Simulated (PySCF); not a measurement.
Species: perfluoropropionyl chloride, C3ClF5O.
Atom-mapped SMILES: `[O:1]=[C:2]([Cl:3])[C:4]([F:5])([F:6])[C:7]([F:8])([F:9])[F:10]`

Computed by this run: PBE0-D3(BJ)/def2-TZVP geometry optimisation, gas phase (PySCF); density fitting, grid level 2; the optimiser is geomeTRIC in internal coordinates, started from a GFN2-xTB structure with every atom displaced at random (about 0.01 Å).

The end geometry, which sets the zero of energy:
```
atom  x, y, z in Å
O1      1.7584   -1.0366    1.0809
C2      1.4056   -0.2602    0.2695
Cl3     2.3220    1.1430   -0.1997
C4      0.0527   -0.4001   -0.4763
F5     -0.2803   -1.6926   -0.4885
F6      0.1489    0.0379   -1.7359
C7     -1.0879    0.3789    0.2283
F8     -1.2038   -0.0317    1.4840
F9     -2.2301    0.1649   -0.4052
F10    -0.8303    1.6807    0.2237
```

Problem. These geometries come from the run, each turned onto the end geometry. Order them by energy, lowest first.
A.
```
atom  x, y, z in Å
O1      1.7495   -1.0383    1.0849
C2      1.4069   -0.2605    0.2708
Cl3     2.2865    1.1594   -0.2059
C4      0.0561   -0.4078   -0.4762
F5     -0.2894   -1.6972   -0.4903
F6      0.1573    0.0342   -1.7351
C7     -1.0775    0.3761    0.2272
F8     -1.2007   -0.0332    1.4814
F9     -2.2225    0.1750   -0.4045
F10    -0.8107    1.6765    0.2283
```
B.
```
atom  x, y, z in Å
O1      1.7778   -1.0905    1.0294
C2      1.4310   -0.2528    0.2704
Cl3     2.3781    1.1146   -0.2100
C4      0.0501   -0.3756   -0.4475
F5     -0.2272   -1.6808   -0.4561
F6      0.1259    0.0626   -1.7104
C7     -1.1195    0.3861    0.2366
F8     -1.2577   -0.0057    1.4956
F9     -2.2332    0.1350   -0.4328
F10    -0.8701    1.6914    0.2055
```
C.
```
atom  x, y, z in Å
O1      1.7510   -0.9802    1.1750
C2      1.3913   -0.2490    0.2879
Cl3     2.2709    1.1167   -0.2755
C4      0.0971   -0.4109   -0.4924
F5     -0.2750   -1.7215   -0.5525
F6      0.1544    0.0297   -1.7582
C7     -1.0738    0.3647    0.2266
F8     -1.2201   -0.0571    1.4701
F9     -2.2396    0.2273   -0.3866
F10    -0.8008    1.6644    0.2862
```
D.
```
atom  x, y, z in Å
O1      1.7868   -1.0285    1.0713
C2      1.4143   -0.2623    0.2576
Cl3     2.3351    1.1412   -0.1713
C4      0.0472   -0.4044   -0.4746
F5     -0.2881   -1.6972   -0.4845
F6      0.1310    0.0384   -1.7352
C7     -1.0915    0.3758    0.2254
F8     -1.2182   -0.0212    1.4824
F9     -2.2338    0.1654   -0.4078
F10    -0.8275    1.6769    0.2172
```

Solution. A (0.006 eV), D (0.011 eV), B (0.034 eV), C (0.142 eV).

In the order of the answer:

| step | E above end (eV) | largest force (eV/Å) | rms force component (eV/Å) | rms distance from end (Å) | rms bond change (Å) | bond most changed (Å) |
| --- | --- | --- | --- | --- | --- | --- |
| 3 | 0.006 | 0.31 | 0.087 | 0.016 | 0.002 | C2–Cl3 -0.003 |
| 2 | 0.011 | 0.31 | 0.109 | 0.018 | 0.004 | C2–Cl3 -0.008 |
| 1 | 0.034 | 0.56 | 0.188 | 0.051 | 0.005 | C2–C4 +0.010 |
| 0 | 0.142 | 2.30 | 0.778 | 0.064 | 0.021 | C2–C4 -0.031 |

What follows is the cost of the whole optimisation. Hardware: an Arm Neoverse V1 with one thread, shared host with 32 logical CPUs at a one-minute load of 34. Cost: 6.5 min wall, 1.7 GiB resident at most.
